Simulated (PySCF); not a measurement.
## Sc: excitation energy

Sc [Ar] 3d1 4s2 (2D) → Sc [Ar] 3d2 4s1 (4F), as a difference of total energies. All numbers are calculated (PySCF 2.14, the spin-free X2C one-electron Hamiltonian (Gaussian nucleus), in x2c-QZVPPall (11s7p5d3f2g, 96 functions)). Correlated levels: valence: [Ar] frozen. The calculations carry no spin-orbit coupling.

```csv
method,excitation energy (cm⁻¹),error (cm⁻¹)
UHF,8960.3,-2549
MP2 (valence),12482,+973
SCS-MP2 (valence),15223,+3714
CCSD (valence),13467,+1958
CCSD(T) (valence),13652,+2143
```

Reference: 11509 cm⁻¹ (measured; NIST levels, between the centres of gravity of the two terms).

Errors of the correlated levels include the incompleteness of this basis and the frozen core.
